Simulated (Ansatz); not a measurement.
Dissociation curve of LiNa, singlet.

Calculation: CCSD(T) on UHF/aug-cc-pVQZ, frozen core (Ansatz, a program for electronic structure).

The batch members p0 to p11 hold the bond at 2.34, 2.52, 2.61, 2.76, 2.79, 2.93, 3.02, 3.08, 3.29, 3.34, 3.64, 3.91 Å.

Ansatz input:

Ansatz 0.2 input:
```yaml
# input.yaml
basis:
  gaussian: { orbitals: aug-cc-pvqz }
correlation:
  method: ccsd_t
  electrons: outside_noble_gas
scf:
  omitted_lower_state_checks: [cluster_reference, increment]
batch:
  members: [p0.yaml, p1.yaml, p2.yaml, p3.yaml, p4.yaml, p5.yaml, p6.yaml, p7.yaml, p8.yaml, p9.yaml, p10.yaml, p11.yaml]

# p6.yaml, one of the 12 members of this batch
crystal:
  periodic: [false, false, false]
  atoms:
    - { symbol: Li, position_ang: [0.0, 0.0, 0.0] }
    - { symbol: Na, position_ang: [0.0, 0.0, 3.02] }
total_charge: 0
magnetization:
  spin_polarized: true
```

Lines of the output on each member:

```
Member 2: Total energy: -4607.42786156 eV, -169.3198508857 hartree
Member 2: Checks for a lower state left out: cluster_reference, increment
Member 1: Total energy: -4607.36640238 eV, -169.3175923022 hartree
Member 1: Checks for a lower state left out: cluster_reference, increment
Member 0: Total energy: -4607.17831725 eV, -169.3106803012 hartree
Member 0: Checks for a lower state left out: cluster_reference, increment
Member 3: Total energy: -4607.49020820 eV, -169.3221420825 hartree
Member 3: Checks for a lower state left out: cluster_reference, increment
Member 5: Total energy: -4607.51448440 eV, -169.3230342162 hartree
Member 5: Checks for a lower state left out: cluster_reference, increment
Member 6: Total energy: -4607.51161388 eV, -169.3229287266 hartree
Member 6: Checks for a lower state left out: cluster_reference, increment
Member 4: Total energy: -4607.49774561 eV, -169.3224190771 hartree
Member 4: Checks for a lower state left out: cluster_reference, increment
Member 7: Total energy: -4607.50482828 eV, -169.3226793605 hartree
Member 7: Checks for a lower state left out: cluster_reference, increment
Member 10: Total energy: -4607.32857166 eV, -169.3162020490 hartree
Member 10: Checks for a lower state left out: cluster_reference, increment
Member 8: Total energy: -4607.45736133 eV, -169.3209349823 hartree
Member 8: Checks for a lower state left out: cluster_reference, increment
Member 9: Total energy: -4607.44184731 eV, -169.3203648525 hartree
Member 9: Checks for a lower state left out: cluster_reference, increment
Member 11: Total energy: -4607.21350642 eV, -169.3119734794 hartree
Member 11: Checks for a lower state left out: cluster_reference, increment
```

The unrestricted determinant behind UCCSD(T) is spin-contaminated at 2.34 to 8.83 Å (<S²> up to 1.0, against 0.00 for a pure singlet). With two correlated electrons CCSD is exact in the basis where it finds the lowest root (UCCSD(T)).
